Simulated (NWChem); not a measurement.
System: C2H4FNSi; SMILES C#C[Si@@H](N)F

```xyz
9

C      0.0120     2.5498    -0.1571
C      0.0158     1.3496     0.0416
Si     0.0282    -0.4509     0.3678
N     -1.3972    -1.1198    -0.2797
F      1.3955    -1.0238    -0.3074
H      0.0087     3.6114    -0.3327
H      0.1235    -0.7750     1.8101
H     -1.7656    -0.8145    -1.1727
H     -1.7067    -2.0532    -0.0368
```
Atoms are numbered in this order, from 1.

Geometry: optimised at PBE0/def2-SVP.

Question: List the 4 lowest vertical singlet excitations from PBE/6-31+G* (spherical d), full TDDFT (NWChem).

Answer: 
```
state  energy (eV)  oscillator strength  leading excitation (squared amplitude)
-----  -----------  -------------------  --------------------------------------
S1            5.38                0.008                      HOMO → LUMO (0.97)
S2            5.75                0.041                    HOMO → LUMO+1 (0.87)
S3            6.05                0.003                    HOMO−2 → LUMO (0.77)
S4            6.21                0.006                  HOMO−1 → LUMO+1 (0.51)
```
